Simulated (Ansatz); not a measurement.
Reaction (formal exchange of groups at the Si–C bond): `B[SiH2]C(=N)O` + `CBr` → `B[SiH2]C` + `N=C(O)Br`

Gas-phase electronic energies from Ansatz, PBE0-D4/def2-TZVP geometries. CCSD(T)/CBS is the MP2 limit (def2-TZVPP, def2-QZVPP) plus CCSD(T) − MP2 in def2-TZVPP, frozen cores. DFT in def2-TZVPP. B3LYP here is the variant with VWN-RPA as its local correlation; programs differ in this. For Br outer-core shells are correlated without core-valence functions, which leaves a few kJ/mol of doubt a bond. Scalar relativity is left out up to krypton. One conformer a species, not always the lowest.

```json
{"level": "PBE0-D4", "ΔE (eV)": "-0.09"}
{"level": "ωB97M-V", "ΔE (eV)": "-0.06"}
{"level": "r2SCAN", "ΔE (eV)": "-0.12"}
{"level": "B3LYP", "ΔE (eV)": "-0.03"}
{"level": "HF/def2-TZVPP", "ΔE (eV)": "0.07"}
{"level": "SCS-MP2/def2-TZVPP", "ΔE (eV)": "-0.03"}
{"level": "MP2/def2-QZVPP", "ΔE (eV)": "-0.08"}
{"level": "MP2/CBS(def2)", "ΔE (eV)": "-0.07"}
```

Q: What does CCSD(T)/CBS give? (An estimate is asked.)

A: The calculation gave: -0.02 eV. The listed levels differ from it by -0.07, -0.04, -0.10, -0.01, 0.09, -0.01, -0.06, -0.05 eV.

Largest T1 diagnostic among the species: 0.014.

In def2-TZVPP, CCSD(T) changes the Hartree–Fock value by −0.10 eV (the triples alone add −0.01 eV) and MP2 by −0.15 eV.
